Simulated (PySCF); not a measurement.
PySCF job for Ge(H)2(F)(Et) (C2H7FGe), SMILES C[CH2][GeH2][F], PBE-D3(BJ)/def2-SVP. Coordinates come from a PBE-D3(BJ)/def2-SVP optimisation. One conformer was computed; it need not be the lowest.

```python
import numpy as np
from pyscf import gto, scf, dft, df
from pyscf.hessian import thermo

mol = gto.M(
    atom='''
    Ge    0.54015231    0.39713215   -0.17439282
    F     1.20405154   -0.86237408    0.87774986
    C    -1.23843557   -0.23169460   -0.71265383
    C    -2.13669146   -0.55045803    0.48662943
    H     0.48104439    1.68285525    0.69739485
    H     1.53483361    0.54173976   -1.35882464
    H    -1.68389720    0.55119301   -1.36418615
    H    -1.08642956   -1.12551437   -1.35360983
    H    -1.67231431   -1.31749558    1.13850932
    H    -2.31723662    0.34786304    1.11266261
    H    -3.12657577   -0.93458727    0.16502183
    ''',
    basis='def2-SVP',
    charge=0,
    spin=0,
    max_memory=1600,
    verbose=3,
)
mf = dft.RKS(mol, xc='pbe').density_fit(auxbasis='def2-universal-jkfit')
mf.disp = 'd3bj'
mf.grids.level = 3
mf.conv_tol = 1e-11
mf.max_cycle = 100
mf.kernel()

# [left out here: the lines that compute and print the analytic Hessian (its translational invariance restored by hand, since the grid's response is missing), thermochemistry and intensities]
```

Log of the run:

```
[...]
Mode                                 6                   7                   8
Irrep
Freq [cm^-1]                      641.2718            671.9728            683.8427
Reduced mass [au]                   1.1164              8.6351              1.3001
Force const [Dyne/A]                0.2705              2.2973              0.3582
Char temp [K]                     922.6473            966.8192            983.8973
Normal mode                   x     y     z       x     y     z       x     y     z
       0  Ge                -0.00  0.01  0.01    0.02 -0.03  0.03   -0.00 -0.02  0.00
       1   F                 0.00 -0.01 -0.05   -0.08  0.14 -0.11   -0.00  0.05 -0.04
       2   C                 0.03 -0.04  0.01   -0.01 -0.03 -0.02   -0.01  0.10  0.02
       3   C                -0.00 -0.00  0.01   -0.00 -0.00 -0.00   -0.00  0.01  0.01
       4   H                -0.32  0.34 -0.50    0.08 -0.04  0.05   -0.09 -0.01 -0.00
       5   H                 0.31 -0.38  0.24   -0.15  0.05 -0.11    0.37 -0.09  0.31
       6   H                 0.06  0.13  0.19   -0.00  0.04  0.05   -0.07 -0.23 -0.32
       7   H                -0.13  0.06 -0.15   -0.06  0.01 -0.09    0.20 -0.12  0.38
       8   H                -0.08  0.02  0.09   -0.01  0.02  0.04    0.09 -0.09 -0.17
       9   H                -0.01  0.05 -0.07    0.04  0.04 -0.05   -0.12 -0.15  0.21
      10   H                -0.00  0.02 -0.03   -0.03  0.01  0.06    0.06 -0.08 -0.08
Mode                                 9                  10                  11
Irrep
Freq [cm^-1]                      780.1360            829.7362            940.5425
Reduced mass [au]                   1.0734              1.0257              1.1798
Force const [Dyne/A]                0.3849              0.4161              0.6149
Char temp [K]                    1122.4420           1193.8057           1353.2312
Normal mode                   x     y     z       x     y     z       x     y     z
       0  Ge                -0.02  0.00 -0.01    0.00  0.01 -0.00   -0.00  0.01 -0.00
       1   F                 0.01  0.02 -0.01    0.00  0.01 -0.00   -0.00  0.00 -0.00
       2   C                 0.02 -0.04  0.00    0.01  0.00  0.01    0.04 -0.05 -0.01
       3   C                 0.01 -0.02  0.01    0.00 -0.01 -0.00   -0.08  0.03  0.01
       4   H                 0.59 -0.15  0.27   -0.36 -0.35  0.48    0.10 -0.07  0.11
       5   H                 0.45 -0.06  0.37   -0.05 -0.68 -0.11    0.09 -0.10  0.06
       6   H                -0.08  0.05  0.17   -0.07 -0.02  0.04    0.59  0.22 -0.08
       7   H                 0.02  0.08 -0.15    0.02  0.03 -0.03   -0.14 -0.04 -0.06
       8   H                -0.14  0.02  0.15   -0.04  0.01  0.05    0.29  0.04 -0.24
       9   H                 0.04  0.09 -0.13    0.01  0.02 -0.04    0.01 -0.12  0.25
      10   H                -0.02  0.09 -0.05   -0.00  0.03 -0.02   -0.08 -0.22  0.29
Mode                                12                  13                  14
Irrep
Freq [cm^-1]                      954.0181           1031.1235           1196.0548
Reduced mass [au]                   1.2298              2.8319              1.4758
Force const [Dyne/A]                0.6595              1.7740              1.2439
Char temp [K]                    1372.6196           1483.5571           1720.8566
Normal mode                   x     y     z       x     y     z       x     y     z
       0  Ge                 0.00 -0.01 -0.00    0.00  0.00 -0.00   -0.00 -0.00  0.00
       1   F                 0.00 -0.00  0.00   -0.00  0.00 -0.00    0.00 -0.00  0.00
       2   C                 0.03  0.06 -0.01   -0.09 -0.03  0.16    0.15  0.02 -0.00
       3   C                -0.08 -0.07  0.02    0.03  0.01 -0.15   -0.07  0.02 -0.04
       4   H                -0.13  0.03 -0.04   -0.02 -0.00  0.01    0.03 -0.00 -0.02
       5   H                 0.02  0.06  0.03    0.07  0.02  0.07   -0.02  0.02  0.00
       6   H                 0.05  0.01 -0.08   -0.01 -0.00  0.14   -0.56 -0.25  0.16
       7   H                 0.57  0.20 -0.08   -0.01  0.00  0.14   -0.29 -0.01 -0.07
       8   H                 0.01  0.12  0.18    0.25  0.13 -0.17    0.15  0.10 -0.09
       9   H                 0.26  0.13 -0.17    0.28  0.07 -0.18    0.11 -0.06  0.14
      10   H                -0.25  0.05  0.40   -0.05 -0.02  0.14   -0.10 -0.13  0.23
Mode                                15                  16                  17
Irrep
Freq [cm^-1]                     1205.1848           1344.3655           1381.6347
Reduced mass [au]                   1.2828              1.2100              1.1049
Force const [Dyne/A]                1.0978              1.2885              1.2426
Char temp [K]                    1733.9926           1934.2426           1987.8646
Normal mode                   x     y     z       x     y     z       x     y     z
       0  Ge                 0.00 -0.00 -0.00   -0.00  0.00 -0.00   -0.00 -0.00 -0.00
       1   F                -0.00  0.00  0.00   -0.00 -0.00  0.00   -0.00  0.00  0.00
       2   C                -0.04 -0.08  0.00   -0.01 -0.00 -0.01    0.01  0.00 -0.08
       3   C                -0.01  0.10  0.01    0.07  0.03 -0.09   -0.03 -0.01  0.02
       4   H                -0.04  0.01 -0.01    0.01 -0.01  0.00    0.00 -0.00  0.01
       5   H                 0.00  0.02 -0.00    0.01  0.00  0.01   -0.01 -0.00 -0.01
       6   H                -0.22  0.01  0.25    0.00  0.10  0.12   -0.10  0.40  0.50
       7   H                 0.56  0.22 -0.27    0.06 -0.08  0.13    0.16 -0.37  0.51
       8   H                 0.07 -0.07 -0.25   -0.43  0.03  0.28    0.12  0.00 -0.08
       9   H                -0.13 -0.09  0.24   -0.28 -0.29  0.28    0.07  0.07 -0.08
      10   H                 0.12 -0.16 -0.09   -0.11 -0.05  0.49   -0.01  0.01 -0.07
Mode                                18                  19                  20
Irrep
Freq [cm^-1]                     1423.1440           1428.1001           2066.7590
Reduced mass [au]                   1.0345              1.0412              1.0159
Force const [Dyne/A]                1.2345              1.2511              2.5568
Char temp [K]                    2047.5873           2054.7180           2973.6061
Normal mode                   x     y     z       x     y     z       x     y     z
       0  Ge                 0.00  0.00 -0.00    0.00 -0.00  0.00    0.00  0.01 -0.00
       1   F                -0.00 -0.00  0.00    0.00  0.00 -0.00   -0.00  0.00 -0.00
       2   C                -0.02  0.01 -0.01   -0.02 -0.01 -0.01   -0.00 -0.00 -0.00
       3   C                -0.03  0.03 -0.01   -0.02 -0.03 -0.03    0.00  0.00  0.00
       4   H                -0.00  0.00  0.00   -0.00  0.00 -0.00    0.04 -0.64 -0.45
       5   H                -0.00 -0.01 -0.00   -0.00  0.00 -0.00   -0.38 -0.04  0.47
       6   H                 0.05  0.03 -0.03    0.01  0.02  0.01    0.01  0.01 -0.00
       7   H                -0.01 -0.02  0.05    0.05  0.01 -0.03    0.01  0.00  0.00
       8   H                -0.36 -0.02  0.20    0.27  0.50  0.39   -0.00 -0.00  0.00
       9   H                 0.59  0.03  0.14    0.14 -0.29  0.42    0.00  0.00 -0.00
      10   H                 0.26 -0.56 -0.16   -0.02  0.28 -0.35    0.00  0.00 -0.01
Mode                                21                  22                  23
Irrep
Freq [cm^-1]                     2081.8635           2968.2283           2979.8085
Reduced mass [au]                   1.0255              1.0367              1.0610
Force const [Dyne/A]                2.6186              5.3815              5.5509
Char temp [K]                    2995.3381           4270.6197           4287.2810
Normal mode                   x     y     z       x     y     z       x     y     z
       0  Ge                 0.01 -0.01 -0.01    0.00  0.00  0.00   -0.00 -0.00  0.00
       1   F                 0.00 -0.00 -0.00   -0.00  0.00 -0.00   -0.00  0.00 -0.00
       2   C                 0.00 -0.00 -0.00    0.00 -0.00 -0.00    0.02 -0.01  0.06
       3   C                 0.00  0.00  0.00   -0.03 -0.01  0.04   -0.00 -0.00 -0.01
       4   H                -0.01  0.50  0.33   -0.00 -0.00 -0.00    0.00 -0.00 -0.00
       5   H                -0.51 -0.08  0.59   -0.00 -0.00 -0.00    0.01  0.00 -0.00
       6   H                 0.00  0.00 -0.00   -0.01  0.01 -0.01   -0.31  0.55 -0.44
       7   H                -0.01 -0.01 -0.01   -0.00  0.00  0.00    0.09 -0.48 -0.32
       8   H                -0.00 -0.00  0.00   -0.22  0.35 -0.29    0.02 -0.03  0.02
       9   H                -0.00 -0.00  0.00    0.09 -0.48 -0.33   -0.01  0.02  0.02
      10   H                 0.00  0.00 -0.00    0.53  0.21  0.19    0.05  0.02  0.02
Mode                                24                  25                  26
Irrep
Freq [cm^-1]                     3034.0158           3051.6042           3065.0572
Reduced mass [au]                   1.1027              1.1033              1.1035
Force const [Dyne/A]                5.9803              6.0537              6.1077
Char temp [K]                    4365.2733           4390.5790           4409.9349
Normal mode                   x     y     z       x     y     z       x     y     z
       0  Ge                -0.00  0.00  0.00    0.00 -0.00 -0.00    0.00 -0.00  0.00
       1   F                 0.00 -0.00  0.00   -0.00  0.00  0.00    0.00  0.00 -0.00
       2   C                -0.03  0.08  0.01    0.01 -0.02 -0.01    0.01 -0.02  0.00
       3   C                 0.00 -0.03 -0.01   -0.05 -0.05 -0.05    0.05 -0.06  0.02
       4   H                -0.00 -0.00 -0.00    0.00  0.00  0.00    0.00  0.00  0.00
       5   H                 0.00 -0.00 -0.00   -0.00  0.00  0.00   -0.00  0.00  0.00
       6   H                 0.22 -0.37  0.32   -0.04  0.07 -0.06   -0.07  0.13 -0.11
       7   H                 0.09 -0.56 -0.40   -0.03  0.20  0.14   -0.03  0.15  0.11
       8   H                -0.08  0.13 -0.11    0.06 -0.12  0.08   -0.33  0.54 -0.45
       9   H                -0.04  0.23  0.16   -0.10  0.47  0.32   -0.06  0.33  0.23
      10   H                 0.12  0.04  0.04    0.61  0.23  0.20   -0.22 -0.10 -0.08
temperature 298.1500 [K]
pressure 101325.00 [Pa]
Rotational constants [GHz] 7.41533 3.13779 2.46902
Symmetry number 1
Zero-point energy (ZPE) 0.08083 [Eh]   212221.314 [J/mol]
                           tot       elec      trans        rot        vib
Entropy [J/mol/K]       336.968      0.000    168.732    109.322     58.915
Cv [J/mol/K]             91.514      0.000     12.472     12.472     66.570
Cp [J/mol/K]             99.828      0.000     20.786     12.472     66.570
Internal energy [J/mol]                      3718.434   3718.434 221740.586
Internal energy [Eh]   -2256.29105  -2256.37834
Enthalpy [J/mol]                             6197.391   3718.434 221740.586
Enthalpy [Eh]          -2256.29010
Gibbs free energy [J/mol]                  -44110.081 -28875.833 204175.213
Gibbs free energy [Eh] -2256.32837
mode   freq/cm-1   IR/(km/mol)
   1       58.43         1.406
   2      142.60         3.164
   3      213.26         0.471
   4      267.06         4.151
   5      470.37        25.797
   6      570.46        10.771
   7      641.27        14.297
   8      671.97        61.150
   9      683.84        27.166
  10      780.14       119.539
  11      829.74        67.506
  12      940.54         4.924
  13      954.02         5.582
  14     1031.12         9.998
  15     1196.05         0.435
  16     1205.18         2.180
  17     1344.37         1.799
  18     1381.63         3.045
  19     1423.14         6.985
  20     1428.10         5.163
  21     2066.76       105.828
  22     2081.86       157.118
  23     2968.23        26.866
  24     2979.81        10.473
  25     3034.02         1.884
  26     3051.60        17.585
  27     3065.06        13.147
max |gradient| / (hartree/bohr): 0.00011358415729990203
APT charges: [ 1.3171 -0.576  -0.1823  0.037  -0.264  -0.2729 -0.0176 -0.0198  0.0119
 -0.0048 -0.0286]
```

Self-consistency was reached.

Cost: about 2.5 core-minutes (a rough figure).
